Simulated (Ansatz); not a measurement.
System: BNH₆, charge 1, doublet. BNH6+ (parent SMILES [BH3-][NH3+], doublet).
B3LYP-D3(BJ)/def2-TZVP minimum from Ansatz (a first-principles code):
```xyz
8

B     -0.8071     0.2336    -0.0426
N      0.7079    -0.1119     0.0126
H     -1.5421    -0.7485    -0.3738
H     -1.1305     1.3253    -0.3255
H     -1.5145    -0.4451     0.7657
H      0.9228    -1.0794     0.2650
H      1.1913     0.4918     0.6866
H      1.1531     0.0711    -0.8932
```
Charge +1, spin multiplicity 2.

Total energies in aug-cc-pVDZ, 13 correlated electrons, 2 frozen orbitals. Radicals and triplets start from unrestricted determinants; spin-orbit coupling is neglected. Cores are frozen in correlated methods. No relativity. The spin of H6BN+ (parent SMILES [BH3-][NH3+], doublet) was assumed, and the state is the lowest solution found for it.

```tsv
method	program	energy (Eh)	minus CCSDT(Q) (mEh)
HF	Ansatz	-82.32096	326.72
MP2	Ansatz	-82.60469	42.99
CCSD	Ansatz	-82.63870	8.98
CCSD(T)	Ansatz	-82.64656	1.12
CCSDT(Q)	Ansatz	-82.64768	0.00
```

Rough core times of Ansatz's runs on a shared machine: CCSD(T) under 20 s, CCSDT(Q) 20 min.
